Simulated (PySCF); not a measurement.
## Working out the ionisation energy of B²⁺

B²⁺ [He] 2s1 (2S) → B³⁺ 1s2 (1S). Computed with PySCF 2.14 in def2-QZVPPD, with no relativity, point nucleus. Frozen: nothing. Energies in hartree (1 hartree = 27.21139 eV):

```csv
part,B²⁺ (lower),B³⁺ (upper)
UHF,-23.376017,-21.986208
MP2 opposite-spin,-0.016667,-0.015811
MP2 same-spin,-0.000361,0.000000
```

Question: What does Hartree-Fock give?

Answer: (-21.986208) − (-23.376017) = 1.389809 hartree = 37.819 eV.

Question: What do MP2 and SCS-MP2 (6/5 opposite-spin, 1/3 same-spin) give?

Answer: The opposite-spin parts differ by 0.023 eV and the same-spin parts by 0.010 eV. MP2: 37.819 + (0.023) + (0.010) = 37.852 eV. SCS-MP2: 37.819 + 1.2 × (0.023) + (0.010)/3 = 37.850 eV.

Measured between the centres of the two terms (NIST): 37.931 eV, so MP2 (valence and next inner shell) is off by -0.079 eV.

What remains against the reference includes basis incompleteness and correlation beyond second order.
